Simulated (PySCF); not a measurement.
CH₆ClFSi₂, SMILES Cl[Si@@](C)([SiH3])F. Heavy atoms are numbered as in [CH3:1][Si@@:2]([F:3])([SiH3:4])[Cl:5]. Hydrogens are named by the atom that carries them.

The structure is a stationary point at PBE0-D3(BJ)/def2-SVP. The structure was generated by enumeration; whether it is a known compound was not checked.

All values below come from PBE0/pcSseg-1 (PySCF).

GIAO shieldings, no solvent; atoms alike by connectivity are averaged. δ = σ(ref) − σ: ¹³C against TMS (σ = 186.3 ppm); ²⁹Si against TMS (σ = 352.7 ppm); ¹⁹F against CFCl3 (σ = 167.2 ppm); ³⁵Cl against HCl (σ = 945.9 ppm); ¹H against TMS (σ = 31.56 ppm), references at their B3LYP-D3(BJ)/def2-TZVP geometries, non-relativistic (without spin–orbit terms, shifts of atoms bonded to Cl or Br come out too high).

Computed chemical shifts:
| nucleus | atoms | count | δ (ppm) |
|---|---|---|---|
| ¹³C | C1 (CH3) | 1 | 8.9 |
| ²⁹Si | Si2 | 1 | 50.9 |
| ²⁹Si | Si4 (SiH3) | 1 | -106.2 |
| ¹⁹F | F3 | 1 | -153.7 |
| ³⁵Cl | Cl5 | 1 | 92.7 |
| ¹H | H on Si4 | 3 | 3.79 |
| ¹H | H on C1 | 3 | 0.95 |
